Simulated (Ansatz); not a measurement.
Consider the ligand exchange at a Ga–I bond: `F[CH2][GaH][I]` + H–F → `F[CH2][GaH][F]` + HI.

Gas-phase electronic energies from Ansatz, PBE0-D4/def2-TZVP geometries. CCSD(T)/CBS adds triple-zeta CCSD(T) − MP2 to the extrapolated MP2 energy (def2 sets, frozen cores). This one scheme is used for every species. DFT in def2-TZVPP. def2 core potentials past Kr. For Ga, I outer-core shells are correlated without core-valence functions, which leaves a few kJ/mol of doubt a bond. Scalar relativity is left out up to krypton. One conformer a species, not always the lowest.

```
             level  ΔE (kcal/mol)  difference from CCSD(T)/CBS
           BLYP-D4            7.9                         -4.5
         r2SCAN-D4            9.8                         -2.6
            B97M-V            7.2                         -5.2
        r2SCAN0-D4           11.7                         -0.7
           ωB97X-V            8.6                         -3.8
            B2PLYP            9.0                         -3.4
          PBE-QIDH           12.4                          0.0
             BHLYP            9.0                         -3.4
CCSD(T)/def2-TZVPP           10.2                         -2.2
      HF/CBS(def2)            9.1                         -3.3
       CCSD(T)/CBS           12.4                            0
```

Largest T1 diagnostic among the species: 0.013.

From BLYP to BHLYP (50 % exact exchange), in def2-TZVPP and without D4, ΔE moves by +2.9 kcal/mol. The D4 term adds +1.7 kcal/mol with B3LYP and +0.9 kcal/mol with PBE0; it sums over pairs of atoms, weighted by their polarisabilities, and B3LYP, whose exchange is more repulsive, gets the larger term. Leaving LDA and LC-ωPBE aside and taking each functional with its dispersion term where it has one, the values, not all of them listed here, spread over 5.4 kcal/mol, from B97M-V to HSE06-D4. LDA lies +0.7 kcal/mol from PBE without D4.

CCSD(T)/CBS has its own doubt, a few kJ/mol and more with outer-core shells, so smaller differences from it don't rank the levels.

B3LYP here is the variant with VWN-RPA as its local correlation; programs differ in this.
